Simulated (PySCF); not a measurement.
SMILES [CH3][Al]([O][SiH3])[O][SiH3], singlet, GFN2-xTB optimised geometry.

```
15

Al     1.88    -0.33     0.06
C      2.95    -0.68    -1.58
H      4.01    -0.55    -1.39
H      2.66     0.00    -2.38
H      2.78    -1.69    -1.95
O      0.20    -0.34     0.00
Si    -1.43    -0.34     0.00
H     -1.86     1.06     0.00
H     -1.88    -1.06     1.19
H     -1.84    -1.03    -1.23
O      2.62    -0.03     1.54
Si     3.28     0.26     3.00
H      2.83     1.59     3.43
H      4.73     0.22     2.81
H      2.83    -0.79     3.91
```

Density from CAM-B3LYP/def2-TZVP run with PySCF at that geometry.

Minimum of the electron density along straight lines between bonded atoms, close to the bond critical point (lines longer than 1.1 times the sum of covalent radii, or with two minima, are not listed):

```json
[
 {"bond": "Al1–C2", "length / Å": "1.985", "ρ at the minimum / e bohr⁻³": "0.084", "∇²ρ there / e bohr⁻⁵": "0.20", "position (fraction from the first atom)": "0.40"},
 {"bond": "C2–H3", "length / Å": "1.089", "ρ at the minimum / e bohr⁻³": "0.273", "∇²ρ there / e bohr⁻⁵": "-0.91", "position (fraction from the first atom)": "0.64"},
 {"bond": "C2–H4", "length / Å": "1.090", "ρ at the minimum / e bohr⁻³": "0.271", "∇²ρ there / e bohr⁻⁵": "-0.90", "position (fraction from the first atom)": "0.64"},
 {"bond": "C2–H5", "length / Å": "1.090", "ρ at the minimum / e bohr⁻³": "0.271", "∇²ρ there / e bohr⁻⁵": "-0.90", "position (fraction from the first atom)": "0.64"},
 {"bond": "Al1–O6", "length / Å": "1.681", "ρ at the minimum / e bohr⁻³": "0.110", "∇²ρ there / e bohr⁻⁵": "0.83", "position (fraction from the first atom)": "0.43"},
 {"bond": "O6–Si7", "length / Å": "1.627", "ρ at the minimum / e bohr⁻³": "0.140", "∇²ρ there / e bohr⁻⁵": "0.91", "position (fraction from the first atom)": "0.59"},
 {"bond": "Si7–H8", "length / Å": "1.465", "ρ at the minimum / e bohr⁻³": "0.127", "∇²ρ there / e bohr⁻⁵": "0.17", "position (fraction from the first atom)": "0.49"},
 {"bond": "Si7–H9", "length / Å": "1.464", "ρ at the minimum / e bohr⁻³": "0.127", "∇²ρ there / e bohr⁻⁵": "0.17", "position (fraction from the first atom)": "0.49"},
 {"bond": "Si7–H10", "length / Å": "1.466", "ρ at the minimum / e bohr⁻³": "0.127", "∇²ρ there / e bohr⁻⁵": "0.17", "position (fraction from the first atom)": "0.49"},
 {"bond": "Al1–O11", "length / Å": "1.681", "ρ at the minimum / e bohr⁻³": "0.110", "∇²ρ there / e bohr⁻⁵": "0.83", "position (fraction from the first atom)": "0.43"},
 {"bond": "O11–Si12", "length / Å": "1.627", "ρ at the minimum / e bohr⁻³": "0.140", "∇²ρ there / e bohr⁻⁵": "0.91", "position (fraction from the first atom)": "0.59"},
 {"bond": "Si12–H13", "length / Å": "1.464", "ρ at the minimum / e bohr⁻³": "0.127", "∇²ρ there / e bohr⁻⁵": "0.17", "position (fraction from the first atom)": "0.49"},
 {"bond": "Si12–H14", "length / Å": "1.466", "ρ at the minimum / e bohr⁻³": "0.127", "∇²ρ there / e bohr⁻⁵": "0.16", "position (fraction from the first atom)": "0.49"},
 {"bond": "Si12–H15", "length / Å": "1.464", "ρ at the minimum / e bohr⁻³": "0.127", "∇²ρ there / e bohr⁻⁵": "0.17", "position (fraction from the first atom)": "0.49"}
]
```
